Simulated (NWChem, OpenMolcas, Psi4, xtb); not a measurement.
## A ladder of methods for TlF (SMILES [F][Tl])

TlF has 2 atoms, charge 0, and is taken as a singlet. As SMILES, `[F][Tl]`. Geometry: the measured bond length.

```jsonl
{"atom": "F", "x (Å)": "0.0000", "y (Å)": "0.0000", "z (Å)": "0.0000"}
{"atom": "Tl", "x (Å)": "0.0000", "y (Å)": "0.0000", "z (Å)": "2.0844"}
```

Quantity: the dipole moment, in D. The values are calculated.

```json
{"level": "GFN2-xTB", "kind": "semi-empirical", "program": "xtb", "value (D)": "5.56", "CPU time": "under 2 s"}
{"level": "HF/def2-TZVPPD (core potential)", "kind": "Hartree–Fock", "program": "OpenMolcas", "value (D)": "4.32", "CPU time": "8.1 s"}
{"level": "SVWN5/def2-TZVPPD (core potential)", "kind": "LDA", "program": "NWChem", "value (D)": "3.87", "CPU time": "15 s"}
{"level": "BLYP/def2-TZVPPD (core potential)", "kind": "GGA", "program": "NWChem", "value (D)": "3.90", "CPU time": "18 s"}
{"level": "M06-L/def2-TZVPPD (core potential)", "kind": "meta-GGA", "program": "OpenMolcas", "value (D)": "3.85", "CPU time": "25 s"}
{"level": "M06-2X/def2-TZVPPD (core potential)", "kind": "hybrid meta-GGA", "program": "OpenMolcas", "value (D)": "4.36", "CPU time": "22 s"}
{"level": "wB97M-V/def2-TZVPPD (core potential)", "kind": "range-separated hybrid", "program": "Psi4", "value (D)": "4.11", "CPU time": "43 s"}
```

The values span 3.85 to 5.56 D. CPU times are rough (shared hosts, several kinds of processor): they show what a rung costs within a factor of a few.
